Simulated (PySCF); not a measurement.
C2H6GeO3, SMILES [OH][Ge]([OH])([OH])[CH]=C (connectivity only; charge and spin as stated), charge -1, multiplicity 2. Atoms are numbered in the order given.

```xyz
12

O      2.0383     0.8382     0.0000
Ge     0.1810     0.1530     0.0000
O      0.5619    -0.8712    -1.4816
O      0.5619    -0.8712     1.4816
C     -1.7981    -0.3289     0.0000
C     -2.7939     0.5596     0.0000
H      1.9693     1.7971     0.0000
H      1.4846    -0.6759    -1.6726
H      1.4846    -0.6759     1.6726
H     -2.0372    -1.4032     0.0000
H     -2.5839     1.6373     0.0000
H     -3.8534     0.2721     0.0000
```
Charge -1, spin multiplicity 2.

Geometry: PBE0-D3(BJ)/def2-SVPD. Other conformers were not sampled.

All values below come from PySCF with PBE/def2-SVPD.

Mulliken values depend strongly on the basis, most of all with diffuse functions as here. ESP charges are fitted to the potential on shells at 1.4 to 2.0 van der Waals radii. Atomic charges (e):

| atom | meta-Löwdin | ESP fit | Mulliken | Mulliken spin |
|---|---|---|---|---|
| O1 | ? | -0.68 | -0.46 | -0.12 |
| Ge2 | 0.74 | 0.06 | 0.42 | 1.05 |
| O3 | ? | -0.65 | -0.63 | -0.03 |
| O4 | ? | -0.65 | -0.63 | -0.03 |
| C5 | -0.27 | 0.07 | 0.00 | 0.05 |
| C6 | ? | -0.54 | 0.17 | 0.02 |
| H7 | 0.28 | 0.24 | 0.15 | -0.02 |
| H8 | 0.30 | 0.39 | 0.09 | 0.01 |
| H9 | 0.30 | 0.39 | 0.09 | 0.01 |
| H10 | ? | 0.12 | -0.12 | 0.05 |
| H11 | 0.07 | 0.13 | 0.15 | 0.00 |
| H12 | 0.07 | 0.13 | -0.23 | 0.00 |

Fill in the missing entries. (Estimate from the structure and the level; the computed values follow.)


- O1, meta-Löwdin: -0.80
- O3, meta-Löwdin: -0.76
- O4, meta-Löwdin: -0.76
- C6, meta-Löwdin: -0.26
- H10, meta-Löwdin: 0.09
